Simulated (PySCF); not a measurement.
Ge$_{2}$H$_{4}$O$_{2}$, AlBGeH$_{3}$O (calculated)

Calculation on a computer-drawn molecule: the log of a Hartree-Fock and frozen-core CCSD(T) single point meant for a local Hartree-Fock minimum, with one planted fault or none, to be diagnosed. Offsets are logged minus clean, where the clean run is the same molecule without the fault. The reference is restricted for singlets and unrestricted otherwise, and also for a bond in bohr or an excited solution. Adding or removing an electron swaps singlet and doublet. The excited solution moves the top pair (singlet) or top alpha electron (doublet) to the lowest empty orbital. Highest occupied and lowest empty are orbital energies over both spins, largest force is the largest gradient component, triples share is (T) over the correlation energy, the T1 limit is 0.02 restricted and 0.045 unrestricted, electrons count all cores, a negative frequency is imaginary (commonest isotopes), and the dipole is about the centre of nuclear charge; on germanium a core potential holds 10 electrons, which the energies leave out, and 3d is frozen in MP2 and coupled-cluster steps. Program: PySCF 2.14.0.

Common to all runs: meant multiplicity 1; meant basis and core potential on germanium cc-pVDZ-PP ECP10MDF; logged SCF converged yes; logged CC converged yes; logged SCF stable within its kind yes; possible faults no fault, one electron removed, one electron added, multiplicity raised by two, geometry at a saddle point, SCF held on an excited solution, minimal basis STO-3G, one bond length entered in bohr, all coordinates scaled.

(1) 
```xyz
8
formula=Ge2H4O2 meant_charge=0 meant_basis=cc-pVDZ logged_electrons=84 logged_basis_functions=94 logged_spin_squared=0 logged_highest_occupied=-10.334 logged_lowest_empty=1.2841 logged_largest_force=0.058064 logged_T1_diagnostic=0.021881 logged_D1_diagnostic=0.081159 logged_triples_share=0.029296 logged_dipole_magnitude=2.339 logged_energy_HF=-738.84781 logged_energy_CCSD(T)=-739.46356 planted_fault=all_coordinates_scaled,by_+6.3_% HF_energy_offset_from_clean_run=18.34 CCSD(T)_energy_offset_from_clean_run=8.466
O     -2.5906    -2.3829    -0.6258
Ge    -1.1615    -1.3297    -1.2641
O     -0.4688    -0.8392     0.4334
Ge     0.9139     0.1658     1.2257
H     -2.6531    -2.4388     0.3804
H      1.8124    -0.8443     2.1265
H      1.8241     0.8439     0.0563
H      0.2305     1.3157     2.1476
```

Units: logged_highest_occupied, logged_lowest_empty in eV; logged_largest_force in hartree/bohr; logged_dipole_magnitude in debye; logged_energy_HF, logged_energy_CCSD(T) in hartree; HF_energy_offset_from_clean_run, CCSD(T)_energy_offset_from_clean_run in kcal/mol.

Drawn bonds:
| atom | other atom | order |
| --- | --- | --- |
| 1 | 2 | 1 |
| 2 | 3 | 1 |
| 3 | 4 | 1 |
| 1 | 5 | 1 |
| 4 | 6 | 1 |
| 4 | 7 | 1 |
| 4 | 8 | 1 |

Notes: T1 above single-reference limit.

(2) 
```xyz
7
formula=AlBGeH3O meant_charge=1 meant_basis=cc-pV(D+d)Z logged_electrons=60 logged_basis_functions=89 logged_spin_squared=2.0304 logged_highest_occupied=-11.464 logged_lowest_empty=-5.82 logged_largest_force=0.1206 logged_T1_diagnostic=0.02224 logged_D1_diagnostic=0.083859 logged_triples_share=0.026124 logged_dipole_magnitude=5.7189 logged_energy_HF=-636.21625 logged_energy_CCSD(T)=-636.60838 planted_fault=multiplicity_raised_by_two HF_energy_offset_from_clean_run=8.149 CCSD(T)_energy_offset_from_clean_run=47.91
O      1.1227     0.8563     3.3309
Al     1.2429     0.6259     1.7873
B      0.9544     0.4642    -0.3484
Ge    -0.8085     0.9612    -1.2999
H      1.8080     0.0758    -1.0874
H     -1.9274    -0.0408    -1.5086
H     -1.0878     2.3622    -1.8087
```

Units: logged_highest_occupied, logged_lowest_empty in eV; logged_largest_force in hartree/bohr; logged_dipole_magnitude in debye; logged_energy_HF, logged_energy_CCSD(T) in hartree; HF_energy_offset_from_clean_run, CCSD(T)_energy_offset_from_clean_run in kcal/mol.

Drawn bonds:
| atom | other atom | order |
| --- | --- | --- |
| 1 | 2 | 2 |
| 2 | 3 | 1 |
| 3 | 4 | 1 |
| 3 | 5 | 1 |
| 4 | 6 | 1 |
| 4 | 7 | 1 |

(3) 
```xyz
7
formula=AlBGeH3O meant_charge=1 meant_basis=cc-pV(D+d)Z logged_electrons=60 logged_basis_functions=89 logged_spin_squared=0 logged_highest_occupied=-14.337 logged_lowest_empty=-6.2499 logged_largest_force=2.466e-05 logged_lowest_frequency=53.768 logged_T1_diagnostic=0.039446 logged_D1_diagnostic=0.12047 logged_triples_share=0.041604 logged_dipole_magnitude=10.459 logged_energy_HF=-636.22924 logged_energy_CCSD(T)=-636.68473
O      1.1227     0.8563     3.3309
Al     1.2429     0.6259     1.7873
B      0.9544     0.4642    -0.3484
Ge    -0.8085     0.9612    -1.2999
H      1.8080     0.0758    -1.0874
H     -1.9274    -0.0408    -1.5086
H     -1.0878     2.3622    -1.8087
```

Units: logged_highest_occupied, logged_lowest_empty in eV; logged_largest_force in hartree/bohr; logged_lowest_frequency in cm⁻¹; logged_dipole_magnitude in debye; logged_energy_HF, logged_energy_CCSD(T) in hartree.

Drawn bonds:
| atom | other atom | order |
| --- | --- | --- |
| 1 | 2 | 2 |
| 2 | 3 | 1 |
| 3 | 4 | 1 |
| 3 | 5 | 1 |
| 4 | 6 | 1 |
| 4 | 7 | 1 |

Notes: T1 above single-reference limit.

**Q.** Which fault was planted in the run of AlBGeH$_{3}$O (entry 3)?
**A.** no fault

Further results for AlBGeH$_{3}$O (entry 3):

| Quantity | Value |
| --- | --- |
| HF energy offset from clean run | 0 kcal/mol |
| CCSD(T) energy offset from clean run | 0 kcal/mol |
